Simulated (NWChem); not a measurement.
**Total energies of FNa**

```xyz
2

Na     0.0000     0.0000    -0.8497
F      0.0000     0.0000     1.0385
```
Charge 0, spin multiplicity 1.

Program: NWChem. The geometry was optimised at PBE0/def2-SVP, a minimum by its harmonic frequencies.

Basis set: 3-21G (22 functions).

| method | total energy (Ha) |
|---|---|
| RHF | -259.76545 |
| MP2 | -259.89409 |
| B2PLYP | -260.37859 |
| PBE | -260.36563 |
| B3LYP | -260.59258 |
| BLYP | -260.56708 |
| CCSD(T) | -259.89612 |

Total energies of different functionals aren't comparable as a measure of quality: only differences taken within one method are. 

The correlated methods keep 2 core orbitals frozen. B3LYP has NWChem's definition, with VWN1-RPA local correlation. The structure started from a generated list of species. Coupled-cluster values serve here as a point of comparison, not as the truth.
